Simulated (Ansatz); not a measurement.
Frontier orbitals of F3ISn (`[F][Sn]([F])([F])[I]`).

Z-matrix (Å, degrees):
```
Sn
F 1 1.888
F 1 1.888 2 105.6
I 1 2.606 2 113.1 3 124.2
F 1 1.888 2 105.6 3 -111.6
```

The species carries charge 0 and has multiplicity 1. Correlated methods include outer-core shells of I, Sn, which these sets cover unevenly. Sn, I takes the def2 core potential. The structure was optimised at the PBE0-D4/def2-TZVP level. Basis def2-TZVPP, Ansatz 0.2.0.

```json
{"functional": "PBE", "HOMO (eV)": "-7.86", "LUMO (eV)": "-4.34", "gap (eV)": "3.52"}
{"functional": "BLYP", "HOMO (eV)": "-7.68", "LUMO (eV)": "-4.29", "gap (eV)": "3.39"}
{"functional": "PBE0", "HOMO (eV)": "-9.10", "LUMO (eV)": "-3.49", "gap (eV)": "5.61"}
{"functional": "B3LYP", "HOMO (eV)": "-8.84", "LUMO (eV)": "-3.80", "gap (eV)": "5.04"}
{"functional": "BHLYP", "HOMO (eV)": "-10.14", "LUMO (eV)": "-2.58", "gap (eV)": "7.56"}
{"functional": "ωB97M-V", "HOMO (eV)": "-11.25", "LUMO (eV)": "-1.46", "gap (eV)": "9.79"}
```

Against PBE, PBE0 changes HOMO and LUMO by −1.24 and +0.85 eV, ωB97M-V by −3.39 and +2.88 eV. A gap of 3.52 eV thus becomes 9.79 eV for the same molecule, so an orbital gap means little without its functional.

B3LYP here is the variant with VWN-RPA as its local correlation; programs differ in this.
